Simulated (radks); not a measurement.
Results of a calculation; reference values are marked as such.
Ni II, 27 electrons, occupied as [Ar] 3d8 4d1 (not the ground configuration). Level of theory: scalar-relativistic Kohn-Sham, PBE, spin-unpolarised, spherical densities, point nucleus (a radial shooting solver on a logarithmic mesh with Libxc functionals).

Local quantities along the radius. ELF = 1/(1 + alpha^2) is the electron localisation function; alpha = (tau - tau_W)/tau_unif compares the Pauli kinetic energy density with that of the uniform gas. tau is taken from the large components.

```
   r/bohr * ELF (the largest magnitude, 1, reaches the edge; | marks zero)
 0.001786 |                                                      *
 0.002063 |                                                      *
 0.002402 |                                                      *
 0.002774 |                                                      *
 0.003204 |                                                      *
 0.003729 |                                                      *
 0.004307 |                                                      *
 0.004974 |                                                      *
 0.005745 |                                                      *
 0.006688 |                                                      *
 0.007723 |                                                      *
  0.00892 |                                                      *
  0.01038 |                                                      *
  0.01199 |                                                      *
  0.01385 |                                                      *
  0.01612 |                                                      *
  0.01862 |                                                      *
   0.0215 |                                                      *
  0.02483 |                                                      *
  0.02891 |                                                     *
  0.03339 |                                                    *
  0.03856 |                                                   *
  0.04489 |                                               *
  0.05184 |                                        *
  0.05987 |                              *
   0.0697 |                    *
   0.0805 |               *
  0.09297 |               *
   0.1074 |                    *
    0.125 |                             *
   0.1444 |                                     *
   0.1667 |                                          *
   0.1941 |                                            *
   0.2241 |                                          *
   0.2589 |                                   *
   0.3013 |                    *
    0.348 |           *
   0.4019 |          *
   0.4642 |                   *
   0.5404 |                                *
   0.6241 |                                       *
   0.7207 |                                          *
    0.839 |                                         *
    0.969 |                                     *
    1.119 |                              *
    1.303 |                     *
    1.505 |            *
    1.738 |      *
    2.007 |  *
    2.336 |*
    2.698 *
    3.116 *
    3.627 *
    4.189 |*
    4.838 | *
    5.632 | *
    6.505 | *
    7.512 |*
    8.675 |*
     10.1 *
    11.66 *
    13.47 *
    15.68 *
```

On this mesh the ELF has minima near r = 0.080, 0.40 bohr, which separate the shells, and maxima near 0.19 (0.82), 0.72 (0.77).

Self-consistent cycle (total energy in hartree, residual of the potential): 1: -1517.722394, 4e+00; 2: -1519.337720, 2e+00; 3: -1519.747839, 5e-01; 4: -1519.734032, 4e-01; 5: -1519.760661, 2e-01; 6: -1519.774602, 1e-03; 7: -1519.774605, 3e-03; 8: -1519.774608, 4e-04; 9: -1519.774608, 1e-04; 10: -1519.774608, 4e-05; 11: -1519.774608, 3e-06; 12: -1519.774608, 2e-07; 13: -1519.774608, 1e-07; 14: -1519.774608, 1e-08; 15: -1519.774608, 3e-10.
